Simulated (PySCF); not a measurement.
## Two-component Hartree-Fock for Ti (titanium, neutral)

Start: [Ar] 3d2 4s2; 3d3/2 filled at m_j = +1/2, +3/2. Calculated with PySCF 2.14 in x2c-TZVPPall-2c (6s7p4d2f1g, 70 functions): generalised Hartree-Fock with the X2C-1e Hamiltonian and a Gaussian nucleus; one run each with spin-orbit coupling (SO) switched off, then screened by Boettger's factors.

| spinor shell | electrons | ε, spin-free (eV) | ε, screened SO (eV) | weight of nominal j (screened SO) | rms radius, screened SO (bohr) |
| --- | --- | --- | --- | --- | --- |
| 1s1/2 | 2 | -5017.8 | -5017.7 | 1.000 | 0.0804 |
| 2s1/2 | 2 | -589.11 | -589.09 | 1.000 | 0.350 |
| 2p1/2 | 2 | -484.80 | -489.02 | 0.993 | 0.319 |
| 2p3/2 | 4 | -484.80 | -482.70 | 0.997 | 0.321 |
| 3s1/2 | 2 | -79.067 | -79.056 | 1.000 | 1.08 |
| 3p1/2 | 2 | -48.918 | -50.369 | 0.654 | 1.18 |
| 3p3/2 | 4 | -48.918 | -48.183 | 0.827 | 1.18 |
| 3d3/2 | 2 | -11.789 | -11.799 | 0.719 | 1.67 |
| 4s1/2 | 2 | -6.066 | -6.065 | 1.000 | 4.04 |

| quantity | spin-free | screened SO |
| --- | --- | --- |
| E (hartree) | -852.73060 | -852.73788 |
| M_J | 2 | 2 |
| ⟨J²⟩ | 8.016 | 7.873 |
| ⟨L²⟩ | 12.009 | 12.006 |
| ⟨S²⟩ | 2.007 | 2.006 |

The determinant has a definite M_J but mixes levels of different J.

Each row is a mean over spinors that exchange with the open shell spreads, by up to 7.268 eV (3p1/2).

Rows whose weight is well below 1 are mixtures of j = l ± 1/2: exchange outweighs spin-orbit coupling there, and the label is only the starting occupation.

Without spin-orbit coupling the j labels of p, d and f shells carry no meaning; the spin-free column gives the mean over the occupied spinors of each nl shell, and its ⟨J²⟩ belongs to a mixture of degenerate components.
